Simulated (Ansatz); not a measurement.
Two structures of GeH₃F, singlet, reached by relaxing down either side of one saddle point (PBE0-D4/def2-TZVP). Energies are electronic, without zero-point energy. Computed with Ansatz 0.2.0 (basis: def2-TZVPP and def2-QZVPP); correlated methods freeze the cores. Filled d shells of the heavier atoms are correlated. The def2 sets are not built for correlating such inner shells, so the correlated values are less sure here. Extrapolation: Hartree–Fock as exp(−7.88 √X), correlation as X^−2.97. First:

Ge1  (-0.888, -0.475, 0.419)
F2  (0.068, -1.742, -0.348)
H3  (0.563, 1.109, -0.504)
H4  (-0.021, 1.122, -0.993)
H5  (0.279, -0.013, 1.426)
(Å)

Second:

```
5
angstrom
Ge -1.1012 0.0626 0.5828
F 0.4010 -1.0593 -0.8955
H 1.0280 -0.3790 -0.9565
H -0.5188 1.3011 -0.2542
H 0.1910 0.0745 1.5235
```

Which bonds change from the first to the second?

GeHF ([F][GeH]) + H₂ → GeH₂ + HF; bonds formed: Ge1–H4, F2–H3; bonds broken: Ge1–F2, H3–H4.

Give the saddle point's structure and its height above each. (To be estimated.)

The calculation gives: 1.208 eV above the first and 0.518 eV above the second (CCSD(T) at an estimated basis limit (MP2 extrapolated from triple and quadruple zeta, plus CCSD(T) − MP2 in triple zeta)).
```csv
atom,x (Å),y (Å),z (Å)
Ge1,-0.9578,-0.1490,0.4533
F2,0.4414,-1.0605,-0.7190
H3,0.4051,0.1371,-0.7892
H4,-0.0273,1.0121,-0.5337
H5,0.1386,0.0604,1.5885
```

The search had been set up for a 1,1-elimination (forming F2–H3, breaking Ge1–F2, Ge1–H3); from that guess it ended on this step instead.

No T1 diagnostic of these runs exceeds 0.014.

Labels in which every atom is bracketed show which atoms are joined, not bond orders.

For scale, one of the runs: CCSD(T)/def2-TZVPP, 121 basis functions, launched by `ansatz run in.yaml --threads 2 --pin off --events-out ev --progress --plain --max-ram 4352MiB`. Hardware: 2 CPU threads of an Intel Xeon 6975P-C, shared host. Wall time about 4 s.
